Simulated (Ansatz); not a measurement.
Spectroscopic constants of CdIn, multiplicity 2 (lowest of 2S+1 = 2, 4 at PBE0/def2-TZVPP; our sources give no spin for the ground state, which may be another). No spin–orbit coupling.

Seven points along R, fitted to fifth degree in 1/R; most abundant isotopes. Runs in def2 and cc sets follow the lowest solution found near the PBE0 minimum.

Programs: Ansatz (a program for electronic structure) with Gaussian orbitals.  In def2 rows elements past Kr take small-core potentials, without spin–orbit coupling.

| level | r_e (Å) | ω_e (cm⁻¹) | ω_e x_e (cm⁻¹) | α_e (cm⁻¹) | dipole (D) |
|---|---|---|---|---|---|
| PBE/def2-TZVPP | 3.011 | 87 | 0.61 | 0.00024 | 0.34 |
| r2SCAN/def2-TZVPP | 2.936 | 96 | 0.70 | 0.00024 | 0.46 |
| B97M-V/def2-TZVPP | 3.095 | 74 | 0.64 | 0.00028 | 0.24 |
| B3LYP/def2-TZVPP | 3.113 | 70 | 0.72 | 0.00030 | 0.38 |
| PBE0/def2-TZVPP | 3.032 | 82 | 0.66 | 0.00026 | 0.59 |
| BHLYP/def2-TZVPP | 3.183 | 60 | 0.76 | 0.00034 | 0.62 |
| CAM-B3LYP/def2-TZVPP | 3.124 | 64 | 0.78 | 0.00035 | 0.55 |
| wB97X-V/def2-TZVPP | 3.143 | 63 | 0.68 | 0.00033 | 0.74 |
| wB97M-V/def2-TZVPP | 3.123 | 66 | 0.65 | 0.00031 | 0.72 |
| B2PLYP/def2-TZVPP | 3.080 | 71 | 0.76 | 0.00032 | - |

Correlated levels freeze the inner cores; with def2 sets outer-core shells near the valence are correlated too.
